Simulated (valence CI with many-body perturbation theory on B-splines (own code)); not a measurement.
The numbers below are computed, except where a source is named.
**Ir XXXVII: what the settings do**

Method: configuration interaction combined with many-body perturbation theory (CI+MBPT): five valence electrons over a frozen Dirac-Fock core [Kr], radial functions for each j: 6 s, 6 p, 5 d, 5 f, 1 g, with the one-electron correlation potential Σ1 (screened to all orders), the two-electron term Σ2, the three-electron term Σ3, Breit, model QED; selected single and double excitations, second order for the rest, scaled by the run's own slope (own B-spline code, finite nucleus).

No measured spectrum was set against this ion. As an estimate, large intervals hold to a few tenths of a per cent, small ones and those within an open d or f shell to about a per cent. Only levels of the ground parity were solved; by the run's estimate the other parity begins above the list, which can be wrong where configurations are misplaced.

The reference run has the lowest level (4d3/2^4 4d5/2) J=5/2 and an ionisation energy of 1604.21 eV. Its largest variational space holds 10000 state functions.

Levels are named by their leading jj configuration (3d3/2^4 stands for four electrons in 3d with j = 3/2), which in mixed levels can hold well under half, so a name can repeat and another be missing. Letters in brackets count levels of one name in rising energy.

Changed runs:
A. scale of Σ1 1 → 0; highest l with Σ1, explicit Σ2 and valence Breit (higher l get mean screening factors) 3 → 2
B. screening of Σ1 on → off
C. Breit term on → off; QED terms on → off
D. start configuration 4d5 → 4s5 (bad on purpose)

Excitation energies of the reference run in cm⁻¹, and shifts in cm⁻¹:

| Level | Reference | A | B | C |
| --- | --- | --- | --- | --- |
| (4d3/2^3 4d5/2^2) J=5/2 [a] | 133928 | -1015 | +218 | +2864 |
| (4d3/2^3 4d5/2^2) J=7/2 [a] | 173503 | -672 | +213 | +3297 |
| (4d3/2^3 4d5/2^2) J=3/2 [a] | 178008 | -604 | +212 | +2682 |
| (4d3/2^3 4d5/2^2) J=11/2 | 181866 | -566 | +217 | +4387 |
| (4d3/2^3 4d5/2^2) J=9/2 | 195400 | -569 | +218 | +3819 |
| (4d3/2^3 4d5/2^2) J=5/2 [b] | 204899 | -593 | +222 | +3392 |
| (4d3/2^3 4d5/2^2) J=1/2 | 213375 | -582 | +228 | +3037 |
| (4d3/2^3 4d5/2^2) J=7/2 [b] | 220397 | -385 | +215 | +3388 |
| (4d3/2^3 4d5/2^2) J=3/2 [b] | 269971 | +208 | +230 | +2984 |
| (4d3/2^2 4d5/2^3) J=5/2 [a] | 305966 | -1542 | +420 | +5559 |
| (4d3/2^2 4d5/2^3) J=7/2 [a] | 332240 | -1553 | +433 | +6266 |
| (4d3/2^2 4d5/2^3) J=11/2 | 337803 | -1418 | +436 | +7253 |
| Ionisation energy (eV) | 1604.21 | -2.77 | +0.17 | +0.52 |

Run D: It gave no result: a shell was given more electrons than it holds. The program said: "a valence shell holds more than 4l+2 electrons".
